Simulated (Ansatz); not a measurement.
Ga₂Se₃⁻. Charge -1, multiplicity 2. Geometry r2SCAN-D4/def2-SVP, that of the neutral singlet; atoms count from 1.

Cartesian coordinates in Å:
```
Ga 0.366 0.231 0.843
Ga 0.177 -1.346 -1.613
Se -1.273 0.628 -0.948
Se -1.015 1.972 1.284
Se 1.745 -1.485 0.436
```

The structure comes from a short search, and lower isomers may exist.

(1) Estimate the Mulliken populations from the PBE0/def2-TZVPD orbitals of Ansatz.

(2) Where does the spin sit?

(3) And the Mayer bond orders between heavy atoms (over 0.3)?

## Answers

(1) 
```json
{"atom": "Ga1", "charge (e)": "0.80", "spin (α − β)": "0.00"}
{"atom": "Ga2", "charge (e)": "-0.10", "spin (α − β)": "0.16"}
{"atom": "Se3", "charge (e)": "-0.44", "spin (α − β)": "0.39"}
{"atom": "Se4", "charge (e)": "-0.64", "spin (α − β)": "0.48"}
{"atom": "Se5", "charge (e)": "-0.61", "spin (α − β)": "-0.02"}
```
Mulliken values depend strongly on the basis. With diffuse functions, as here, like atoms can get unlike values, and bond orders can come out too low or too high.

(2) Summed by element: Ga 0.15, Se 0.85, of 1 unpaired in all. Largest on single atoms: Se4 0.48, Se3 0.39, Ga2 0.16.

(3) Ga1–Se3 0.64 (2.46 Å); Ga1–Se4 1.09 (2.27 Å); Ga1–Se5 1.05 (2.24 Å); Ga2–Se3 0.61 (2.54 Å); Ga2–Se5 0.52 (2.58 Å); Se3–Se4 0.41 (2.62 Å).
